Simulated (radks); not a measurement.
The mean radii <r> (bohr) of the occupied orbitals of an atom or ion are listed with their occupations. All-electron calculation, scalar-relativistic Kohn-Sham, PBE, spin-unpolarised, spherical densities, point nucleus. Program: a radial shooting solver on a logarithmic mesh with Libxc functionals.

orbital  occ.      <r>
1s          2  0.02001
2s          2  0.08487
2p          6  0.07542
3s          2   0.2210
3p          6   0.2203
3d         10   0.1999
4s          2   0.4969
4p          6   0.5269
4d         10   0.5675
5s          1    1.169
5p          6    1.336
4f         11   0.7017
6s          1    2.618

Name the element and its charge.

Answer. Z = 69, thulium, charge +4: Tm4+ in [Kr] 4d10 4f11 5s1 5p6 6s1. The 1s radius gives Z: for a bare nucleus <r> = (2 gamma + 1)/(2Z) with gamma = sqrt(1 - (Z/c)^2), 0.01977 bohr for Z = 69, and screening makes it slightly larger (0.02001 here). The occupations add up to 65, and the charge is Z minus that.
